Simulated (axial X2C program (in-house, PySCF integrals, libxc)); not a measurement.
**Potential curves of NbF, without spin–orbit coupling**

Calculated with an in-house relativistic program for diatomic molecules. Spin-free means the one-electron spin-free X2C Hamiltonian. Basis: Nb dyall-cv3z [11s12p9d5f3g], F dyall-av3z [7s6p3d2f] (cores contracted in-house); Gaussian nuclei, density fitting, unrestricted open shells. Masses: Nb 92.906 u, F 18.998 u.

State: M_S = 2, Λ = 1 (beyond evenly filled blocks: σα, π+α, δ+α, δ-α). Energies in eV from the fragments at the same level (Nb + F). Fits are polynomials in 1 − R0/R over 0.85 to 1.23 times the lowest point R0.

| R (Å) | CCSD |
| --- | --- |
| 1.7053 | -5.0182 |
| 1.7616 | -5.3490 |
| 1.8178 | -5.5367 |
| 1.8740 | -5.6144 |
| 1.9396 | -5.6000 |
| 2.0052 | -5.5027 |
| 2.0895 | -5.2946 |

Correlated methods: 12 electrons correlated (number of frozen shells: Nb 4 s, 3 p, 1 d; F 1 s), 292 virtual spin orbitals or spinors in MP2, 90 natural virtuals in coupled cluster.

Occupations by symmetry block were frozen at the best pattern of an incomplete PBE0 search. De is counted from the lowest determinant-based energies of the atoms at the same level, without counterpoise correction. CCSD ran in a truncated set of natural virtual spinors with an MP2 remainder; without triples it tends to underbind. Other states lie close and PBE0, whose exact exchange favours high spin, may order them wrongly; the determinant shown need not be the ground state. The nearest other spin-free determinant of the search, M_S = 1, Λ = 0, lies 0.82 eV up at the distance of the search. The outer-core s and p shells of the metal are frozen in the correlated rows, which leaves out core–valence correlation; for alkali and alkaline-earth bonds that tends to lengthen them. With the outer-core shells frozen, correlated bond lengths of heavy atoms tend to come out a few hundredths of an ångström too long. Coupled cluster ran on the points near the minimum only. MP2 and coupled cluster on one determinant become unreliable at the stretched end.

**Question.** Fit the CCSD curve near its minimum: give the equilibrium distance, the harmonic wavenumber and the well depth.

**Answer.** At CCSD, spin-free: Re = 1.896 Å, ωe ≈ 640 cm⁻¹, De = 5.62 eV to Nb + F; Be follows as 0.297 cm⁻¹.
